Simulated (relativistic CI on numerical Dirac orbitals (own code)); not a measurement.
d1 to d9 in one octahedral field

Computed with a parametric ligand-field model without spin-orbit coupling, by exact diagonalisation: B = 400, C = 1590, 10Dq = 34700 cm⁻¹ (Oh; |10Dq|/B = 86.8) for every shell. Energies in cm⁻¹; the field energy is (0.6 n_e − 0.4 n_t2) × 10Dq of the ground term; g labels are left out. So small a B with so large a field is typical of 4d and 5d ions, where spin-orbit coupling, left out here, reaches 1,000 to 4,000 cm⁻¹.

| Shell | Ground term | Electrons in e | Field energy | First spin-allowed bands | Lowest term of other spin |
| --- | --- | --- | --- | --- | --- |
| d1 | 2T2 | 0.000 | -13880 | 2E 34700 |  |
| d2 | 3T1 | 0.004 | -27625 | 3T2 33650, 3T1 38600 | 1T2 5674 |
| d3 | 4A2 | 0.000 | -41640 | 4T2 34700, 4T1 39316 | 2E 8062 |
| d4 | 3T1 | 0.006 | -55305 | 3E 33026, 3T1 33412 | 1T2 5081 |
| d5 | 2T2 | 0.012 | -68968 | 2A2 32350, 2T1 32496 | 4T1 26763 |
| d6 | 1A1 | 0.010 | -82948 | 1T1 33403, 1T2 39400 | 3T1 30093 |
| d7 | 2E | 1.006 | -62257 | 2T1 33325, 2T2 33746 | 4T1 26827 |
| d8 | 3A2 | 2.000 | -41640 | 3T2 34700, 3T1 39316 | 1E 6353 |
| d9 | 2E | 3.000 | -20820 | 2T2 34700 |  |

Low spin: d4, d5, d6, d7; the other shells keep the spin of the free ion. Only d4 to d7 can choose; the field needed to pair spins is smallest for d6 and largest for d5, which loses most exchange energy. In the strong-field picture 10Dq must exceed about 6B + 5C = 10350 (d4), 7.5B + 5C = 10950 (d5), 2.5B + 4C = 7360 (d6) and 4B + 4C = 7960 (d7); mixing of terms shifts these bounds somewhat.
